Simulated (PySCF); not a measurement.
An excited-state job on `[BH3-][PH+](C=C)C=C`.

Computed with TDDFT CAM-B3LYP/def2-SVPD, vertical, gas phase, core orbitals frozen in the response (PySCF 2.14.0, density-fitted response routines). Geometry: GFN2-xTB. The command runs a driver script over a list of jobs; the input below is this job's line of settings and its coordinates in Å.

Command:
```bash
OMP_NUM_THREADS=1 python probes_run.py task.json out
```

Input:
```
{"job": {"kind": "uv", "xc": "CAM-B3LYP", "basis": "def2-SVPD", "nstates": 8, "ntriplets": 3}, "charge": 0, "multiplicity": 1}
B     -0.038176     2.090131    -0.329678
P     -0.380206     0.433688     0.575010
C      1.012476    -0.697302     0.821167
C      2.223878    -0.400443     0.378521
C     -1.653214    -0.626994    -0.147021
C     -1.393873    -1.653655    -0.942072
H     -1.087150     2.651495    -0.370036
H      0.781099     2.647381     0.332498
H      0.352913     1.746679    -1.404926
H     -0.873268     0.464388     1.883568
H      0.803115    -1.624681     1.341916
H      3.068781    -1.057791     0.513355
H      2.404284     0.528426    -0.138741
H     -2.670905    -0.306216     0.042333
H     -2.176182    -2.228354    -1.411453
H     -0.381171    -1.957809    -1.155852
```

**Question.** Estimate the output.

**Answer.** 
```
coarse grid: 13256 points
cycle   1  E = -524.1051201754  dE =  6.627e-01  |g| = 3.727e-01  |ddm| = 6.368e+00
cycle   2  E = -524.1318852671  dE = -2.677e-02  |g| = 2.675e-01  |ddm| = 1.522e+00
cycle   3  E = -524.1536199330  dE = -2.173e-02  |g| = 5.707e-02  |ddm| = 6.555e-01
cycle   4  E = -524.1542762882  dE = -6.564e-04  |g| = 3.300e-02  |ddm| = 1.264e-01
cycle   5  E = -524.1545566815  dE = -2.804e-04  |g| = 2.468e-03  |ddm| = 5.808e-02
cycle   6  E = -524.1545588898  dE = -2.208e-06  |g| = 1.132e-03  |ddm| = 9.176e-03
final grid: 121688 points
cycle   7  E = -524.2336218541  dE = -3.034e-05  |g| = 3.343e-03  |ddm| = 1.159e-01
cycle   8  E = -524.2336228903  dE = -1.036e-06  |g| = 2.847e-03  |ddm| = 1.503e-02
cycle   9  E = -524.2336250777  dE = -2.187e-06  |g| = 2.076e-04  |ddm| = 4.882e-03
cycle  10  E = -524.2336250855  dE = -7.806e-09  |g| = 1.531e-04  |ddm| = 7.316e-04
cycle  11  E = -524.2336250913  dE = -5.846e-09  |g| = 3.153e-05  |ddm| = 3.519e-04
cycle  12  E = -524.2336250917  dE = -3.236e-10  |g| = 5.397e-06  |ddm| = 9.739e-05
converged SCF energy = -524.2336250917

Static polarisability (au): isotropic 90.769, principal 75.852 95.107 101.347

Singlet excitations
state   eV       nm        f      main configurations
  1   6.4683    191.7   0.01020   H->L 0.85
  2   6.8076    182.1   0.27940   H->L+1 0.86
  3   7.0882    174.9   0.04403   H-3->L+1 0.27, H-2->L+1 0.25, H-1->L+1 0.10
  4   7.0975    174.7   0.01741   H-2->L 0.66, H->L 0.09, H-5->L 0.08
  5   7.1904    172.4   0.00221   H-1->L 0.87
  6   7.3184    169.4   0.02719   H-1->L+1 0.72, H-3->L 0.10
  7   7.3915    167.7   0.24126   H-3->L 0.59, H-2->L+1 0.23
  8   7.4540    166.3   0.03604   H-3->L+1 0.43, H-2->L+1 0.36

Triplet excitations (Tamm-Dancoff, eV): 4.2835 4.3976 6.2948
```

The SCF starts on a coarse grid where the log names one; the energy can jump when the final grid takes over, and dE then counts from the start density on the new grid. H and L stand for HOMO and LUMO; the number after each pair is its weight.

**Question.** Give S1 in cm⁻¹ and kJ/mol.

**Answer.** 6.4683 eV × 8065.54 = 52170 cm⁻¹; × 96.485 = 624.1 kJ/mol.

In short: HOMO -9.31 eV, LUMO 0.19 eV; lowest singlet 6.47 eV; lowest triplet 4.28 eV (Tamm–Dancoff); mean polarisability 90.8 au.

**Question.** Estimate the wall time. Hardware: an Arm Neoverse V1 with one thread, no GPU (shared host). And the peak memory of the process?

**Answer.** About 36 s, with 0.93 GiB resident at the peak, the Python interpreter and its libraries included.

One conformer stands for the species.
Labels such as C1 count atoms from 1, the log's own numbers from 0.
